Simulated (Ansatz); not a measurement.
One geometry of Ge(NCO)Me3 (C₄H₉GeNO), several levels of theory.

```yaml
crystal:
  periodic: [false, false, false]
  atoms:
    - {symbol: Ge, position_ang: [0.007775, 0.001268, -0.099334]}
    - {symbol: N, position_ang: [0.021643, 0.003369, 1.737480]}
    - {symbol: C, position_ang: [-0.022220, -0.003895, 2.930175]}
    - {symbol: O, position_ang: [-0.057099, -0.009590, 4.103652]}
    - {symbol: C, position_ang: [1.870479, 0.006005, -0.653224]}
    - {symbol: H, position_ang: [1.944763, 0.000448, -1.751098]}
    - {symbol: H, position_ang: [2.387289, -0.882361, -0.262427]}
    - {symbol: H, position_ang: [2.380316, 0.902475, -0.271904]}
    - {symbol: C, position_ang: [-0.932834, 1.614413, -0.638707]}
    - {symbol: H, position_ang: [-0.973060, 1.686456, -1.736035]}
    - {symbol: H, position_ang: [-0.419327, 2.504623, -0.247730]}
    - {symbol: H, position_ang: [-1.961448, 1.605687, -0.250236]}
    - {symbol: C, position_ang: [-0.923910, -1.618022, -0.636049]}
    - {symbol: H, position_ang: [-1.949001, -1.618956, -0.238261]}
    - {symbol: H, position_ang: [-0.399779, -2.505514, -0.253082]}
    - {symbol: H, position_ang: [-0.973577, -1.686385, -1.733230]}
basis:
  gaussian: {orbitals: def2-TZVPD, initial_orbitals: start.molden}
hamiltonian: {xc: {name: PBE-QIDH}}
scf: {omitted_lower_state_checks: [starts]}
output: {orbitals: {seedname: orbitals}}
```

The file start.molden holds the orbitals of an earlier run on this structure, at another level or in another basis.

```sh
$ ansatz run in.yaml --threads 4 --pin off --events-out ev --progress --plain --max-ram 4787MiB
```

Output, abridged:

```
Functional definition: PBE-QIDH
  name "PBE-QIDH"
  cite "Brémond, Sancho-García, Pérez-Jiménez & Adamo, J. Chem. Phys. 141, 031101 (2014) doi:10.1063/1.4890314"
  cite "Perdew, Burke & Ernzerhof, Phys. Rev. Lett. 77, 3865 (1996) doi:10.1103/PhysRevLett.77.3865"
  parameter a = 3^(-1/3)
  parameter c = 1/3
  exchange = (1 - a)*pbe_x + a*exact_x
  correlation = (1 - c)*pbe_c + c*(mp2_os + mp2_ss)
these checks for a lower state are left out or cut short: starts
2431 factors; integrals over basis functions are off by at most 1.3e-3 eV
mean field evaluation 1: about -64314.0983 eV, gradient 2.3e1 eV
mean field evaluation 2: about -64314.6094 eV, gradient 5.7e-1 eV
mean field evaluation 4: about -64314.7440 eV, gradient 2.8e-3 eV
mean field evaluation 8: about -64314.7440 eV, gradient 1.4e-6 eV
mean field -64314.74397583 eV, -2363.5232470125 hartree, gradient 1.4e-6 eV, S^2 0.000000; 0 other end points of the search recorded, 0 dependent functions left out
15 core orbitals not correlated: weight in the atoms' cores, before any rotation towards them, 1.000 or more for the frozen orbitals, at most 0.000 for the correlated occupied ones
reference -64314.74399749 eV, -2363.5232478085 hartree; 25, 25 occupied and 320, 320 virtual orbitals, 2431 factors
second order -41.35794029 eV of doubles, -0.00000000 eV of singles
Total energy: -64328.52997759 eV, -2364.0298732326 hartree
Checks for a lower state left out: starts
```

Hardware: 4 threads of Intel Xeon on a shared host. Wall time 45 s, peak host memory 1.9 GiB.

As the first input, with `gaussian: {orbitals: def2-TZVP, initial_orbitals: start.molden}`, `hamiltonian: {xc: r2scan, dispersion: d4}` (abridged; 11 s):

```
Functional definition: r2SCAN
mean field -64350.28169403 eV, -2364.8292340679 hartree, gradient 1.5e-5 eV, S^2 0.000000
Total energy: -64350.37993666 eV, -2364.8328444180 hartree
Checks for a lower state left out: starts
```

The first input with `gaussian: {orbitals: def2-TZVP, initial_orbitals: start.molden}` and without the key `output` (abridged; 23 s):

```
Functional definition: PBE-QIDH
mean field -64314.70819777 eV, -2363.5219321932 hartree, gradient 1.7e-6 eV, S^2 0.000000
15 core orbitals not correlated: weight in the atoms' cores, before any rotation towards them, 1.000 or more for the frozen orbitals, at most 0.000 for the correlated occupied ones
second order -41.04986695 eV of doubles, -0.00000000 eV of singles
Total energy: -64328.39150179 eV, -2364.0247843409 hartree
Checks for a lower state left out: starts
```

As the first input, with `hamiltonian: {xc: pbe0, dispersion: d4}` (abridged; 23 s):

```
Functional definition: PBE0
mean field -64338.61347809 eV, -2364.4004350413 hartree, gradient 2.4e-5 eV, S^2 0.000000
Total energy: -64338.92382737 eV, -2364.4118401669 hartree
Checks for a lower state left out: starts
```

As the first input, with `gaussian: {orbitals: def2-SVP, initial_orbitals: start.molden}`, `hamiltonian: {xc: pbe, dispersion: d4}` (abridged; 4.7 s):

```
Functional definition: PBE
mean field -64320.45976864 eV, -2363.7332985241 hartree, gradient 1.4e-5 eV, S^2 0.000000
Total energy: -64320.82059811 eV, -2363.7465587626 hartree
Checks for a lower state left out: starts
```

As the first input, with `hamiltonian: {xc: pbe, dispersion: d4}` (abridged; 12 s):

```
Functional definition: PBE
mean field -64336.57678911 eV, -2364.3255881016 hartree, gradient 1.9e-5 eV, S^2 0.000000
Total energy: -64336.93765126 eV, -2364.3388495411 hartree
Checks for a lower state left out: starts
```

First input, but with `gaussian: {orbitals: def2-TZVP, initial_orbitals: start.molden}`, `hamiltonian: {xc: pbe, dispersion: d4}`, `output: {forces: true, orbitals: {seedname: orbitals}}` (abridged; 9 s):

```
Functional definition: PBE
mean field -64336.53037431 eV, -2364.3238823892 hartree, gradient 1.7e-5 eV, S^2 0.000000
Total energy: -64336.89121470 eV, -2364.3371430290 hartree
Atom 0 force    -0.011308    -0.001850    -0.155811 eV/Å
Atom 1 force     0.038328     0.005985    -0.313169 eV/Å
Atom 2 force     0.013596     0.002815    -0.518590 eV/Å
Atom 3 force    -0.041305    -0.007087     1.176412 eV/Å
Atom 4 force     0.324044     0.000837    -0.066043 eV/Å
Atom 5 force    -0.007114     0.000535     0.049571 eV/Å
Atom 6 force    -0.025911     0.043813    -0.023926 eV/Å
Atom 7 force    -0.025574    -0.044366    -0.022932 eV/Å
Atom 8 force    -0.162927     0.281045    -0.065310 eV/Å
Atom 9 force     0.003500    -0.006344     0.049250 eV/Å
Atom 10 force    -0.025190    -0.044583    -0.023841 eV/Å
Atom 11 force     0.051632    -0.000403    -0.022883 eV/Å
Atom 12 force    -0.161732    -0.281867    -0.065174 eV/Å
Atom 13 force     0.051334     0.000938    -0.023912 eV/Å
Atom 14 force    -0.025733     0.044673    -0.022794 eV/Å
Atom 15 force     0.004360     0.005860     0.049152 eV/Å
Dipole moment:     0.003912     0.000687    -0.825449 e Å
Checks for a lower state left out: starts
```

Geometry: PBE0-D4/def2-SVP.

Correlated methods freeze 15 core orbitals; core or outer-core shells of Ge are correlated, in sets that lack core-valence functions.
